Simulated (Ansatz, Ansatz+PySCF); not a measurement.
```csv
atom,x (Å),y (Å),z (Å)
Mg,-0.9369,-0.9369,-0.9369
O,-1.0190,-1.0190,1.0190
O,-1.0190,1.0190,-1.0190
Mg,-0.9369,0.9369,0.9369
O,1.0190,-1.0190,-1.0190
Mg,0.9369,-0.9369,0.9369
Mg,0.9369,0.9369,-0.9369
O,1.0190,1.0190,1.0190
```

Basis set: def2-SVP (spherical functions). Left uncorrelated: 8 orbitals. Charge 0, multiplicity 1.

Computed with Ansatz (development build ahead of 0.2.0); each method stands on the lowest determinant of its kind that the runs found. Restricted open shells among the atoms or ions are ROHF, correlated in semicanonical orbitals with singles.

The atomization energy at this shape (free ground-state atoms in the same class of orbitals less the molecule, no zero-point energy) of singlet Mg₄O₄:

| method | atomization energy |
| --- | --- |
| RHF-MP2 | 28.52 eV |
| UHF | 17.46 eV |

What does RHF give?

18.01 eV.
